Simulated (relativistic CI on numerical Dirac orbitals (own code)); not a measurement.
Crystal-field levels of Mo3+, 4d3

Calculated by Dirac-Coulomb-Breit CI, orbitals from a KLI potential per configuration, model QED (radiative potential, 1s self-energy scaled to tabulated hydrogen-like ionisation energies), one configuration in a parametric crystal field, unscaled Slater integrals (own radial code). With so little scaling, terms lie 10 to 35 % too far apart, which can change the order of excited levels.

Field parameters in Wybourne normalisation: D3d B²₀ = −7Dσ, B⁴₀ = −14Dq − 21Dτ, B⁴₃ = −14√(10/7) Dq; D4h B²₀ = −7Ds, B⁴₀ = 21(Dq − Dt), B⁴₄ = 21√(5/14) Dq. The field is a parameter set, without covalency.

S and J are read from ⟨S²⟩ = S(S + 1) and ⟨J²⟩ = J(J + 1) of each level; they are not fictitious spins.

D3d, 10Dq = 20950, Dσ = -670, Dτ = 280 cm⁻¹, the lowest 10 levels:

| E (cm⁻¹) | Degeneracy | Irrep | S | J |
| --- | --- | --- | --- | --- |
| 0.0 | 2 | Γ4 | 1.50 | 3.40 |
| 11.2 | 2 | Γ5+Γ6 | 1.50 | 3.41 |
| 15605 | 2 | Γ5+Γ6 | 0.53 | 4.07 |
| 15624 | 2 | Γ4 | 0.52 | 3.86 |
| 16193 | 2 | Γ5+Γ6 | 0.51 | 4.06 |
| 16417 | 2 | Γ4 | 0.52 | 4.04 |
| 16848 | 2 | Γ4 | 0.51 | 3.77 |
| 21841 | 2 | Γ4 | 1.47 | 3.18 |
| 21958 | 2 | Γ4 | 1.46 | 3.33 |
| 22071 | 2 | Γ5+Γ6 | 1.47 | 3.39 |

Principal g values of the ground doublet: 1.92, 3.80, 3.80.

D4h, 10Dq = 38350, Ds = -440, Dt = 1130 cm⁻¹, the lowest 10 levels:

```csv
E (cm⁻¹),Degeneracy,Irrep,S,J
0.0,2,Γ6,1.50,3.44
0.5,2,Γ7,1.50,3.43
12546,2,Γ6,0.50,3.75
13231,2,Γ7,0.50,3.99
15952,2,Γ7,0.50,4.02
16038,2,Γ6,0.51,3.86
16722,2,Γ6,0.50,3.93
25302,2,Γ7,0.55,3.61
28011,2,Γ7,1.48,3.16
28197,2,Γ7,1.48,3.39
```

Principal g values of the ground doublet: 0.00, 0.00, 5.84.

D3d, 10Dq = 9650, Dσ = 190, Dτ = 330 cm⁻¹, the lowest 16 levels:

```tsv
E (cm⁻¹)	Degeneracy	Irrep	S	J
0.0	2	Γ4	1.50	3.32
3.6	2	Γ5+Γ6	1.50	3.32
9928	2	Γ5+Γ6	1.48	3.32
10048	2	Γ4	1.49	3.38
10951	2	Γ4	1.50	3.22
11013	2	Γ4	1.48	3.26
11168	2	Γ5+Γ6	1.47	3.49
11372	2	Γ4	1.47	3.69
14149	2	Γ5+Γ6	0.62	3.80
14992	2	Γ4	0.58	3.96
15131	2	Γ5+Γ6	1.14	3.75
15229	2	Γ4	1.27	3.51
16018	2	Γ4	0.88	3.88
16321	2	Γ4	0.60	3.77
16413	2	Γ5+Γ6	1.02	4.04
18140	2	Γ4	1.48	2.85
```

Principal g values of the ground doublet: 1.81, 3.62, 3.62.

The free-ion ground term has S = 3/2. Every field shown keeps that spin.

Levels of this model without a field, named by their leading LS term: 4F_3/2 0, 4F_5/2 701, 4F_7/2 1609, 4F_9/2 2672, 4P_1/2 13008, 4P_3/2 13133, 2G_7/2 14099, 4P_5/2 14154 cm⁻¹.
